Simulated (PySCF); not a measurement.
C6H14B2, SMILES CB(C)/C=C/B(C)C, GFN2-xTB optimised geometry.

```
22

B      0.73    -1.72     0.00
C     -0.07    -3.08    -0.02
C      2.31    -1.72     0.00
C     -0.05    -0.38     0.00
C      0.21     0.70     0.75
B     -0.61     2.02     0.80
C     -1.92     2.20    -0.06
C     -0.11     3.20     1.72
H      0.39    -3.84     0.62
H     -0.05    -3.48    -1.03
H     -1.12    -2.99     0.27
H      2.67    -1.32     0.95
H      2.75    -2.70    -0.13
H      2.72    -1.07    -0.77
H     -0.94    -0.33    -0.63
H      1.08     0.63     1.40
H     -2.21     3.24    -0.19
H     -1.85     1.75    -1.05
H     -2.75     1.71     0.44
H      0.47     2.87     2.57
H     -0.91     3.84     2.07
H      0.55     3.84     1.13
```

Density from PySCF with B3LYP/def2-SVP at that geometry.

Minimum of the electron density along straight lines between bonded atoms, close to the bond critical point (lines longer than 1.1 times the sum of covalent radii, or with two minima, are not listed):

| bond | length / Å | ρ at the minimum / e bohr⁻³ | ∇²ρ there / e bohr⁻⁵ | position (fraction from the first atom) |
|---|---|---|---|---|
| B1–C2 | 1.579 | 0.179 | -0.15 | 0.32 |
| B1–C3 | 1.578 | 0.180 | -0.15 | 0.32 |
| B1–C4 | 1.552 | 0.187 | -0.10 | 0.32 |
| C4–C5 | 1.347 | 0.333 | -0.88 | 0.51 |
| C5–B6 | 1.554 | 0.185 | -0.09 | 0.68 |
| B6–C7 | 1.580 | 0.179 | -0.13 | 0.32 |
| B6–C8 | 1.580 | 0.179 | -0.13 | 0.32 |
| C2–H9 | 1.088 | 0.271 | -0.96 | 0.62 |
| C2–H10 | 1.091 | 0.265 | -0.92 | 0.62 |
| C2–H11 | 1.088 | 0.273 | -0.98 | 0.62 |
| C3–H12 | 1.090 | 0.267 | -0.93 | 0.62 |
| C3–H13 | 1.087 | 0.274 | -0.98 | 0.62 |
| C3–H14 | 1.089 | 0.270 | -0.96 | 0.62 |
| C4–H15 | 1.087 | 0.278 | -1.02 | 0.62 |
| C5–H16 | 1.087 | 0.278 | -1.02 | 0.62 |
| C7–H17 | 1.088 | 0.273 | -0.97 | 0.62 |
| C7–H18 | 1.088 | 0.271 | -0.96 | 0.62 |
| C7–H19 | 1.091 | 0.266 | -0.92 | 0.62 |
| C8–H20 | 1.088 | 0.272 | -0.96 | 0.62 |
| C8–H21 | 1.088 | 0.272 | -0.97 | 0.62 |
| C8–H22 | 1.091 | 0.265 | -0.91 | 0.62 |
